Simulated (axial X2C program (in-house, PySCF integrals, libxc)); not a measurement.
Low determinants of HfSe⁺ at the PBE0 level, spin-free

Calculated with an in-house relativistic program for diatomic molecules. Spin-free means the one-electron spin-free X2C Hamiltonian. Basis: Hf dyall-cv3z [13s14p9d7f4g], Se dyall-cv3z [8s9p6d4f1g] (cores contracted in-house); Gaussian nuclei, density fitting, unrestricted open shells. Masses: Hf 179.947 u, Se 79.917 u.

Search at 2.248 Å (vertical energies from the lowest determinant):

```
ΔE (eV)             state  electrons beyond evenly filled partner blocks  electrons in σ, π, δ, φ
   0.00  M_S = 1/2, Λ = 0                                             σα               41 44 16 4
   0.86  M_S = 1/2, Λ = 2                                            δ+α               40 44 17 4
   1.98  M_S = 1/2, Λ = 1                                  π+α, π+β, π-α               42 43 16 4
   2.06  M_S = 3/2, Λ = 3                         σα, π+α, π+β, π-α, δ+α               41 43 17 4
   2.06  M_S = 3/2, Λ = 1                         σα, π+α, π-α, π-β, δ+α               41 43 17 4
   2.15  M_S = 1/2, Λ = 1                         σα, π+β, π-α, π-β, δ+α               41 43 17 4
```

Lowest determinant, M_S = 1/2, Λ = 0 (beyond evenly filled blocks: σα): Re = 2.244 Å, ωe = 374.1 cm⁻¹.

The determinant in row 2 of the search, M_S = 1/2, Λ = 2 (beyond evenly filled blocks: δ+α), was followed along the bond at PBE0; measured from the minimum of the lowest determinant it gives:

Te = 0.852 eV (6870 cm⁻¹), Re = 2.273 Å, ωe = 353.5 cm⁻¹.

Compare the bond of the determinant in row 2 with that of the lowest one.

At PBE0 its Re is 0.029 Å longer and its force constant, which goes as ωe², is 0.89 times that of the lowest determinant. This determinant mixes spin states, so it has no term energy of its own.

The search compares states at one distance, so a state with another bond length can lie lower; it is not exhaustive and yields mostly the lowest determinant of each block pattern, so other components and higher states of one pattern are missing. These are energies of single determinants, not of spin-adapted states; PBE0 term energies can be off by some tenths of an eV, and the functional has no current term. Spin–orbit coupling is large for these atoms, so the spin-free order is a model. Row 1 is spin-contaminated (⟨S²⟩ = 0.76 against 0.75), so its values are not those of a pure state. Row 2 is spin-contaminated (⟨S²⟩ = 0.77 against 0.75), so its values are not those of a pure state.
